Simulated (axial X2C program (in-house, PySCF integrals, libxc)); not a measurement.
Testing model relations on BaH⁻

A bond curve at the PBE0 level, with spin–orbit coupling, was computed with an in-house relativistic program for diatomic molecules (basis Ba dyall-av3z [15s15p10d4f], H dyall-av3z [7s3p2d] (cores contracted in-house)) for the state Ω = 0 (closed shell). Its fit gives Re = 2.3165 Å, ωe = 1012.5 cm⁻¹, ωexe = 17.2 cm⁻¹ and αe = 7.954e-02 cm⁻¹; the masses are 137.9052 and 1.0078 u. Two-component means X2C with spin–orbit coupling and atomic mean-field Coulomb and Gaunt terms.

Question: Find the reduced mass, Be and the force constant.

Answer: From the PBE0 values: μ = 1.0005 u. Be = 16.8576/(μ Re²) = 3.14 cm⁻¹. k = 5.8918×10⁻⁷ μ ωe² = 0.604 mdyn/Å.

Question: Give B0, the J = 1←0 line in GHz and the most populated J at 300 K (kT = 208.5 cm⁻¹).

Answer: B0 = Be − αe/2 = 3.1 cm⁻¹; 2B0 = 185.9 GHz; J(max) ≈ √(kT/2B0) − 1/2 = 5.3, so J = 5.

Question: Estimate the centrifugal constant by the Kratzer relation.

Answer: D = 4Be³/ωe² = 1.21e-04 cm⁻¹.

Question: A Morse curve ties αe to the other constants (Pekeris). How well does that hold?

Answer: αe(Morse) = 6Be²/ωe × (√(ωexe/Be) − 1) = 7.832e-02 cm⁻¹; the PBE0 curve gives 7.954e-02 cm⁻¹, a ratio of 0.98.

Question: Scale the constants to the deuteride (D 2.0141 u) within the Born–Oppenheimer picture.

Answer: ρ = √(μH/μD) = 0.7099; ωe = 718.8, ωexe = 8.67, Be = 1.583 cm⁻¹; the zero-point energy falls by 145 cm⁻¹.

The state is one determinant whose occupation by symmetry is held fixed; it was picked as the lowest of a PBE0 search that is not exhaustive. Other states lie close and PBE0, whose exact exchange favours high spin, may order them wrongly; the determinant shown need not be the ground state. The nearest other 2c determinant of the search, Ω = 2, lies 0.52 eV up at the distance of the search. The highest occupied level of some functionals is positive through self-interaction error; at Hartree–Fock it is bound.
